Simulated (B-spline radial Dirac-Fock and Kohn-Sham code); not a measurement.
# Magnetic form factor of the 3d shell of Ni⁺

System: nickel as Ni⁺ in the configuration [Ar] 3d8 4p1 (an excited configuration).

Input file task.json (cfg lists n, l and occupation; rrms is the nuclear radius in fm):

```json
{"items": [{
  "Z": 28,
  "q": 1,
  "cfg": [[1, 0, 2], [2, 0, 2], [2, 1, 6], [3, 0, 2], [3, 1, 6], [3, 2, 8], [4, 1, 1]],
  "A": 58,
  "rrms": 3.7757,
  "do": ["scatter"],
  "s": [0.0, 0.05, 0.1, 0.15, 0.2, 0.25, 0.3, 0.35, 0.4, 0.45, 0.5, 0.6, 0.7, 0.8, 0.9, 1.0, 1.1, 1.2, 1.4, 1.6, 1.8, 2.0, 2.5, 3.0, 3.5, 4.0, 5.0, 6.0],
  "pz": [0, 0.1, 0.14, 0.21, 0.3, 0.43, 0.63, 0.9, 1.3, 1.9, 2.7, 3.9, 5.7, 8.2, 12.0, 17.0, 25.0, 36.0, 51.0, 74.0, 110.0],
  "hv_scatter": [2000, 5000, 8047.8, 20000, 50000, 200000, 500000, 1000000]
}]}
```

Command: `python xray_run.py task.json out`

Level of theory: Dirac-Fock orbitals of the configuration average with a finite nucleus; a radial B-spline solver. ⟨j_K⟩ is the integral of the 3d radial density with the spherical Bessel function j_K(4πsr), s = sin θ/λ.

```
s (Å⁻¹)     ⟨j0⟩    ⟨j2⟩    ⟨j4⟩
      0   1.0000  0.0000  0.0000
   0.05   0.9785  0.0085  0.0000
    0.1   0.9181  0.0319  0.0006
   0.15   0.8289  0.0644  0.0028
    0.2   0.7238  0.0995  0.0075
   0.25   0.6145  0.1315  0.0148
    0.3   0.5096  0.1573  0.0242
   0.35   0.4144  0.1755  0.0349
    0.4   0.3311  0.1861  0.0458
   0.45   0.2603  0.1902  0.0561
    0.5   0.2014  0.1891  0.0653
    0.6   0.1143  0.1758  0.0793
    0.7   0.0586  0.1547  0.0871
    0.8   0.0246  0.1313  0.0896
    0.9   0.0048  0.1087  0.0880
      1  -0.0059  0.0883  0.0838
    1.1  -0.0110  0.0707  0.0779
    1.2  -0.0129  0.0560  0.0711
    1.4  -0.0119  0.0344  0.0571
    1.6  -0.0090  0.0206  0.0443
```

Radial moments of the shell: ⟨r²⟩ = 1.185, ⟨r⁴⟩ = 3.515, ⟨r⁶⟩ = 21.12 in powers of bohr.

Values without a named source are computed, but for edge energies of neutral atoms, which are taken from tables.
